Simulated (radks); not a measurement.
Fractional charge and spin in the 6s shell of ytterbium: the spin-up occupation runs from 0 to 1 and the spin-down occupation from 0 to 1; the fullest corner is Yb, [Xe] 4f14 6s(up 1, down 1). Method: scalar-relativistic Kohn-Sham, LDA (Slater exchange, Perdew-Wang correlation), spin-polarised, spherical densities, finite nucleus; Fermi nuclear charge, rms radius of each element as measured or else 0.836 A^(1/3) + 0.57 fm; computed with a radial shooting solver on a logarithmic mesh with Libxc functionals. Energy (eV) minus the two flat planes that join the four corners (they meet along the diagonal where the two added fractions sum to one electron); zero is where a piecewise linear energy would lie.

\begin{tabular}{lrrrrr}
down \ up & 0 & 0.25 & 0.5 & 0.75 & 1 \\ \hline
0 & 0.000 & -0.508 & -0.689 & -0.521 & 0.000 \\
0.25 & -0.508 & -0.626 & -0.411 & 0.148 & -0.470 \\
0.5 & -0.689 & -0.411 & 0.196 & -0.383 & -0.627 \\
0.75 & -0.521 & 0.148 & -0.383 & -0.587 & -0.468 \\
1 & 0.000 & -0.470 & -0.627 & -0.468 & 0.000 \\
\end{tabular}

Corners above the fullest one (they belong to Yb+ and the next ion): (up 1, down 0) 6.557 eV, (up 0, down 1) 6.557 eV, (up 0, down 0) 19.207 eV. With half an added electron in each spin the energy lies 0.196 eV from the planes, and with half an added electron in spin up alone -0.689 eV. The planes are only a guide here: the flat-plane condition holds for ground states with one frontier orbital, while this shell lies below other occupied shells, so the corners above the fullest one are inner-hole states and not the ground states of those ions.
